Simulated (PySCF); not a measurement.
PySCF 2.14 output of an unrestricted TPSS calculation on a single atom or ion in cc-pVDZ-PP with ECP28MDF (4s4p3d1f, 38 functions), with scalar relativity through the core potential:

```
SCF conv_tol = 1e-09
number electrons alpha = 9  beta = 5
    J. Tao, J. P. Perdew, V. N. Staroverov, and G. E. Scuseria.,  Phys. Rev. Lett. 91, 146401 (2003)
    J. P. Perdew, J. Tao, V. N. Staroverov, and G. E. Scuseria.,  J. Chem. Phys. 120, 6898 (2004)
    J. Tao, J. P. Perdew, V. N. Staroverov, and G. E. Scuseria.,  Phys. Rev. Lett. 91, 146401 (2003)
    J. P. Perdew, J. Tao, V. N. Staroverov, and G. E. Scuseria.,  J. Chem. Phys. 120, 6898 (2004)
cycle= 1 E= -93.5640284957115  delta_E= -0.00408  |g|= 0.0249  |ddm|= 0.143
cycle= 2 E= -93.5641080109527  delta_E= -7.95e-05  |g|= 0.0206  |ddm|= 0.0631
cycle= 3 E= -93.5642570499159  delta_E= -0.000149  |g|= 0.000543  |ddm|= 0.0313
cycle= 4 E= -93.5642571498079  delta_E= -9.99e-08  |g|= 3.97e-05  |ddm|= 0.000801
cycle= 5 E= -93.5642571508215  delta_E= -1.01e-09  |g|= 3.71e-06  |ddm|= 8.32e-05
cycle= 6 E= -93.564257150827  delta_E= -5.54e-12  |g|= 2.79e-07  |ddm|= 7.18e-06
converged SCF energy = -93.564257150827  <S^2> = 6.0007178  2S+1 = 5.0002871
```

The run itself started from symmetry-adapted Hartree-Fock orbitals and held the occupation by maximum overlap, on a logarithmic radial grid, so the iterations belong to that start.

Which element, charge and spin multiplicity is this?

Ru²⁺ (ruthenium, charge +2), multiplicity 5; the state was [Kr] 4d6, high-spin 5D determinant.

Energies and moments cover only the electrons outside the core potential.
